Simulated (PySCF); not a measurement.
Fe (iron, neutral) across methods

[Ar] 3d5 4s2 4p1, high-spin 7P determinant (an excited configuration). Calculation: PySCF 2.14, in aug-cc-pVTZ; no relativity, point nucleus.

| method | E (hartree) | mean ε 4s α (eV) | mean ε 4s β (eV) | mean ε 4p α (eV) | Σ⟨r²⟩ (bohr²) | ⟨S²⟩ |
| --- | --- | --- | --- | --- | --- | --- |
| PW91 | -1263.544 | -7.925 | -6.356 | -3.080 | 47.06 | 12.008 |
| PBEsol | -1262.042 | -7.888 | -6.313 | -3.023 | 46.92 | 12.008 |
| r2SCAN | -1263.450 | -8.123 | -6.361 | -3.293 | 46.77 | 12.018 |
| PBE0 | -1263.259 | -8.821 | -7.058 | -3.819 | 46.95 | 12.008 |
| M06 | -1263.435 | -8.669 | -7.392 | -3.400 | 46.57 | 12.003 |
| LDA | -1260.982 | -8.045 | -6.530 | -3.050 | 46.79 | 12.007 |
| PBE | -1263.210 | -7.856 | -6.324 | -3.044 | 47.15 | 12.008 |

Problem. Estimate the same row for LC-wPBE.

Solution. E (hartree) = -1263.261; mean ε 4s α (eV) = -11.491; mean ε 4s β (eV) = -9.233; mean ε 4p α (eV) = -6.089; Σ⟨r²⟩ (bohr²) = 46.22; ⟨S²⟩ = 12.012.
